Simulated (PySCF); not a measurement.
Job for PySCF: U-B3LYP/6-31G* on KH, a point of a bond scan (R = 2.039 Å).

```python
from pyscf import gto, scf, dft, mp
from pyscf.data.elements import chemcore

mol = gto.M(
    atom='''
    K    -0.00000000   -0.00000000   -0.11326949
    H     0.00000000    0.00000000    1.92558133
    ''',
    basis='6-31g*',
    cart=True,
    charge=0, spin=0, verbose=3, max_memory=1800)
mf = dft.UKS(mol, xc='b3lyp')
mf.conv_tol = 1e-8
mf.max_cycle = 100
mf.init_guess_breaksym = True
mf.kernel()
if not mf.converged:
    mf = mf.newton().run(mf.mo_coeff, mf.mo_occ)
for _ in range(4):
    mo, _, stable, _ = mf.stability(return_status=True)
    if stable:
        break
    mf.kernel(mf.make_rdm1(mo, mf.mo_occ))
```

Output:

```
converged SCF energy = -600.44945050964  <S^2> = 1.8263293e-09  2S+1 = 1
<class 'pyscf.dft.uks.UKS'> wavefunction is stable in the internal stability analysis
```

Self-consistency was reached.

Cost: about 1.9 core-seconds (a rough figure).
